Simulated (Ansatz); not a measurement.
Isolated molecules relaxed with PBE0-D4/def2-TZVP in Ansatz; ΔE leaves out vibrations. CCSD(T)/CBS adds triple-zeta CCSD(T) − MP2 to the extrapolated MP2 energy (def2 sets, frozen cores). This one scheme is used for every species. Functionals use def2-TZVPP. B3LYP here is the variant with VWN-RPA as its local correlation; programs differ in this. HSE06 is defined as in plane-wave codes. Elements past krypton have def2 core potentials. For In outer-core shells are correlated without core-valence functions, which leaves a few kJ/mol of doubt a bond. Each species was taken in one conformer, which may not be the lowest.

Consider the ligand exchange at the In–Cl bond: `[CH3][InH][Cl]` + `O[SiH3]` → `[CH3][InH][O][SiH3]` + HCl.

`[CH3][InH][Cl]`:

```xyz
7

C     0.854    0.205   -0.607
In   -0.647   -0.344    0.803
Cl   -2.780    0.348    0.077
H     1.827   -0.210   -0.349
H     0.552   -0.148   -1.594
H     0.920    1.293   -0.640
H    -0.728   -1.143    2.311
```

`O[SiH3]`:

```xyz
6

O     0.955    0.057   -0.853
Si   -0.209    0.125    0.311
H     0.923   -0.669   -1.476
H    -1.572    0.236   -0.280
H     0.090    1.332    1.115
H    -0.186   -1.082    1.183
```

`[CH3][InH][O][SiH3]`:

```xyz
11

C    -1.494   -1.316   -0.379
In   -0.011   -0.351   -1.569
O     1.154    0.825   -0.436
Si    1.244    1.272    1.117
H    -1.991   -0.567    0.239
H    -1.003   -2.032    0.282
H    -2.232   -1.838   -0.987
H     0.511   -0.263   -3.189
H     1.826    2.638    1.237
H     2.096    0.338    1.912
H    -0.102    1.295    1.773
```

HCl:

Z-matrix (Å, degrees):
```
Cl
H 1 1.279
```

```tsv
level	ΔE (kJ/mol)
B97M-V	71.7
B3LYP	77.0
r2SCANh	76.9
HSE06	81.0
LC-ωPBE	73.9
HF/def2-SVP	87.6
CCSD(T)/def2-SVP	62.1
CCSD(T)/def2-TZVPP	65.5
```

Problem. What does CCSD(T)/CBS give? (Estimate.)

Solution. Ansatz gave: +67.2 kJ/mol. The listed levels differ from it by 4.5, 9.8, 9.7, 13.8, 6.7, 20.4, -5.1, -1.7 kJ/mol.

Largest T1 diagnostic among the species: 0.014.

From PBE to PBE0 (25 % exact exchange), in def2-TZVPP and without D4, ΔE moves by +5.2 kJ/mol. At CCSD(T), def2-SVP lies −5.1 kJ/mol from the extrapolated value and def2-TZVPP −1.6 kJ/mol. The D4 term adds −5.5 kJ/mol with B3LYP and −3.3 kJ/mol with PBE0; it sums over pairs of atoms, weighted by their polarisabilities, and B3LYP, whose exchange is more repulsive, gets the larger term.
